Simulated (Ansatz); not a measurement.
Al₁₂P₁₁F₃⁻. The state is a doublet with charge -1. Geometry r2SCAN-D4/def2-SVP; atoms count from 1.

```xyz
26

Al    3.716    0.165    1.102
P     5.142    1.180    2.457
Al    3.556    2.656    2.738
P     2.196    4.278    3.277
Al    0.741    3.264    1.953
P     3.462   -2.140    0.599
Al    2.944   -0.994   -1.300
Al    1.185   -1.724    0.826
P     1.043    0.714    1.062
P     1.338   -0.744   -2.861
Al    0.337    0.689   -1.279
Al   -1.352    0.910    1.557
P    -1.629    3.160    2.079
P    -1.391    2.084   -2.073
Al   -1.092    3.195   -0.133
P    -0.315   -3.292    0.217
Al   -0.367   -2.004   -1.721
Al   -2.608   -2.544    0.166
P    -3.141   -0.357    1.030
P    -2.497   -1.683   -2.584
Al   -2.423    0.126   -1.130
P    -4.239   -4.101    0.088
Al   -4.077   -3.402   -1.984
F     3.763    0.549   -0.796
F     0.589    3.843    0.109
F    -4.880   -3.829   -3.398
```

Single mean-field runs in def2-SVP are fitted with def2-universal-jkfit.

Problem. Estimate the Mulliken populations from the PBE0/def2-SVP orbitals of Ansatz.

Solution. 
```csv
atom,charge (e),spin (α − β)
Al1,0.65,0.00
P2,-0.45,0.01
Al3,0.39,0.00
P4,-0.45,0.01
Al5,0.65,0.00
P6,-0.45,0.00
Al7,0.56,0.03
Al8,0.46,0.00
P9,-0.91,-0.01
P10,-0.46,0.04
Al11,0.20,0.41
Al12,0.46,0.00
P13,-0.45,0.00
P14,-0.47,0.04
Al15,0.57,0.03
P16,-0.42,0.02
Al17,0.38,0.18
Al18,0.32,0.00
P19,-0.42,0.02
P20,-0.58,0.02
Al21,0.38,0.18
P22,-0.42,0.00
Al23,0.64,0.01
F24,-0.38,0.00
F25,-0.38,0.00
F26,-0.41,0.00
```
Mulliken values depend strongly on the basis.

Problem. Where does the spin sit?

Solution. Summed by element: Al 0.85, P 0.15, F 0.00, of 1 unpaired in all. Largest on single atoms: Al11 0.41, Al17 0.18, Al21 0.18.

Problem. And the Mayer bond orders between heavy atoms (over 0.3)?

Solution. Al1–P2 1.37 (2.21 Å); Al1–P6 0.78 (2.37 Å); Al1–F24 0.40 (1.94 Å); P2–Al3 1.34 (2.18 Å); Al3–P4 1.35 (2.18 Å); P4–Al5 1.37 (2.21 Å); Al5–P13 0.77 (2.38 Å); Al5–F25 0.40 (1.94 Å); P6–Al7 1.03 (2.28 Å); P6–Al8 0.88 (2.33 Å); Al7–P10 1.04 (2.25 Å); Al7–F24 0.56 (1.82 Å); Al8–P9 0.59 (2.45 Å); Al8–P16 1.09 (2.25 Å); P9–Al11 0.64 (2.45 Å); P9–Al12 0.59 (2.45 Å); P10–Al11 0.88 (2.36 Å); P10–Al17 0.72 (2.41 Å); Al11–P14 0.88 (2.36 Å); Al12–P13 0.88 (2.33 Å); Al12–P19 1.09 (2.26 Å); P13–Al15 1.03 (2.28 Å); P14–Al15 1.04 (2.25 Å); P14–Al21 0.72 (2.41 Å); Al15–F25 0.56 (1.82 Å); P16–Al17 0.96 (2.33 Å); P16–Al18 0.63 (2.41 Å); Al17–P20 0.89 (2.32 Å); Al18–P19 0.63 (2.41 Å); Al18–P20 0.41 (2.88 Å); Al18–P22 1.31 (2.26 Å); P19–Al21 0.96 (2.33 Å); P20–Al21 0.89 (2.32 Å); P20–Al23 0.54 (2.41 Å); P22–Al23 1.38 (2.19 Å); Al23–F26 1.00 (1.68 Å).
